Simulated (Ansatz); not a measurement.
`CBO[SiH2]F` + CH₃NH₂ → `CBNC` + `O[SiH2]F`  (ligand exchange at a B–O bond)

Calculated with Ansatz (gas phase, PBE0-D4/def2-TZVP geometries, no zero-point term in ΔE). CCSD(T)/CBS is the MP2 limit (def2-TZVPP, def2-QZVPP) plus CCSD(T) − MP2 in def2-TZVPP, frozen cores. One conformer a species, not always the lowest.

```csv
species,CCSD(T)/CBS(def2) energy (Eh)
`CBO[SiH2]F`,-530.66625
CH₃NH₂,-95.75281
`CBNC`,-160.46148
`O[SiH2]F`,-465.96250
```

Work out ΔE.

ΔE = (-160.46148) + (-465.96250) − (-530.66625) − (-95.75281) = -0.00492 Eh = -0.13 eV.

Largest T1 diagnostic among the species: 0.012.

From PBE to PBE0 (25 % exact exchange), in def2-TZVPP and without D4, ΔE moves by +0.03 eV. In def2-TZVPP, CCSD(T) changes the Hartree–Fock value by −0.17 eV (the triples alone add −0.02 eV) and MP2 by −0.19 eV.
